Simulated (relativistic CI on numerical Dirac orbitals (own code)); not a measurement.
**Tl¹⁵⁺: computed level list**

These numbers are calculated, not measured: Dirac-Coulomb-Breit CI, KLI orbitals optimised for each configuration, model QED (radiative potential, 1s self-energy scaled to tabulated hydrogen-like ionisation energies), unscaled Slater integrals (own radial code, finite nucleus).

Configurations in the expansion (outside the closed core [Kr] 4d10): 4f14 5s2 5p4, 4f14 5s 5p5, 4f14 5s2 5p3 5d, 4f14 5p6, 4f13 5s2 5p5, 4f14 5s 5p4 5d, 4f14 5s2 5p3 5f, 4f14 5s2 5p3 5g, 4f14 5s 5p4 5f, 4f14 5s2 5p3 6s, 4f13 5s2 5p4 5d, 4f14 5s2 5p2 5d2, 4f14 5s2 5p 5d3, 4f14 5s 5p2 5d3, 4f14 5s2 5p 5d2 5f, 4f14 5s2 5p 5d2 5g. Double excitations out of closed p, d and f shells are left out; levels of such configurations are missing from the list, as are those of other unlisted configurations, and high levels can miss mixing partners. Some configurations lack a partner that the ground configuration has and come out too high, among them 4f13 5s2 5p4 5d, 4f14 5s 5p4 5f, 4f14 5s2 5p3 6s.

The lowest level is 4f14 5s2 5p4 3P_2, with 71 % of that term; Hund's rules for 4f14 5s2 5p4 give 3P with J = 2, in agreement.

| No. | Configuration | Term | J | E (cm⁻¹) | % | Next component (%) | Landé g |
| --- | --- | --- | --- | --- | --- | --- | --- |
| 1 | 4f14 5s2 5p4 | 3P | 2 | 0 | 71 | 28 1D | 1.359 |
| 2 | 4f14 5s2 5p4 | 1S | 0 | 33739 | 58 | 41 3P |  |
| 3 | 4f14 5s2 5p4 | 3P | 1 | 195222 | 99 | 1 4f14 5s 5p4 5d 3P | 1.500 |
| 4 | 4f14 5s2 5p4 | 1D | 2 | 212993 | 71 | 28 3P | 1.140 |
| 5 | 4f14 5s2 5p4 | 3P | 0 | 423232 | 58 | 40 1S |  |
| 6 | 4f14 5s 5p5 | 3P° | 2 | 535092 | 40 | 18 4f14 5s2 5p3 5d 3P° | 1.357 |
| 7 | 4f14 5s2 5p3 5d | 5D° | 1 | 543136 | 25 | 23 3P° | 1.198 |
| 8 | 4f14 5s2 5p3 5d | 3F° | 2 | 551580 | 25 | 25 4f14 5s 5p5 3P° | 1.124 |
| 9 | 4f14 5s2 5p3 5d | 3F° | 3 | 554476 | 28 | 24 5D° | 1.179 |
| 10 | 4f14 5s2 5p3 5d | 3P° | 0 | 554837 | 51 | 38 5D° |  |
| 11 | 4f14 5s2 5p3 5d | 3F° | 4 | 580901 | 44 | 35 5D° | 1.291 |
| 12 | 4f13 5s2 5p5 | 3F | 4 | 609204 | 78 | 14 1G | 1.197 |
| 13 | 4f13 5s2 5p5 | 1F | 3 | 611262 | 52 | 33 3D | 1.112 |
| 14 | 4f14 5s 5p5 | 3P° | 1 | 613576 | 27 | 23 4f14 5s2 5p3 5d 3P° | 1.339 |
| 15 | 4f13 5s2 5p5 | 3G | 5 | 617189 | 100 |  | 1.198 |
| 16 | 4f14 5s2 5p3 5d | 3D° | 2 | 621193 | 29 | 25 5D° | 1.342 |
| 17 | 4f13 5s2 5p5 | 1D | 2 | 632097 | 57 | 34 3D | 1.023 |
| 18 | 4f14 5s2 5p3 5d | 3D° | 3 | 632407 | 26 | 20 1F° | 1.132 |
| 19 | 4f13 5s2 5p5 | 3F | 3 | 643142 | 57 | 19 3G | 1.013 |
| 20 | 4f13 5s2 5p5 | 3F | 2 | 651727 | 53 | 42 3D | 0.889 |
| 21 | 4f13 5s2 5p5 | 3G | 4 | 660061 | 52 | 48 1G | 1.024 |
| 22 | 4f14 5s2 5p3 5d | 3D° | 1 | 661087 | 56 | 13 3P° | 0.883 |
| 23 | 4f13 5s2 5p5 | 3D | 1 | 663590 | 100 |  | 0.494 |
| 24 | 4f14 5s2 5p3 5d | 3P° | 0 | 718783 | 32 | 29 4f14 5s 5p5 3P° |  |
| 25 | 4f14 5s2 5p3 5d | 3D° | 1 | 724622 | 40 | 31 5D° | 1.022 |
| 26 | 4f14 5s2 5p3 5d | 3F° | 2 | 726899 | 45 | 28 3D° | 1.028 |
| 27 | 4f14 5s2 5p3 5d | 3F° | 3 | 738242 | 46 | 20 3G° | 1.127 |
| 28 | 4f14 5s2 5p3 5d | 1S° | 0 | 749875 | 42 | 33 4f14 5s 5p5 3P° |  |
| 29 | 4f14 5s2 5p3 5d | 3G° | 4 | 755036 | 68 | 12 5D° | 1.119 |
| 30 | 4f14 5s2 5p3 5d | 3D° | 1 | 759473 | 38 | 19 1P° | 0.940 |

Energies count from the lowest computed level; ° marks odd parity.

The mean weight of the leading LS term, summed over parents, in these 30 levels is 52 %, and that of the leading jj configuration (from the same eigenvectors) 83 %, so jj coupling describes them better and the LS labels are nominal.

At this charge transitions that keep the count of f electrons are usually good to a few per cent. Levels and lines within the n = 5 or 6 shells can be off by up to 10 % or somewhat more, and those that change n by about 2 %, since core polarisation is missing. Levels that differ in their count of f electrons can be misplaced by several ten thousand cm⁻¹, since the correlation energy of f electrons is missing or only estimated; rates across such gaps can be off by orders of magnitude.

LS names give the leading component of a level, which can be under half, so a name can repeat, a term be missing and a line seem to break the LS rules.
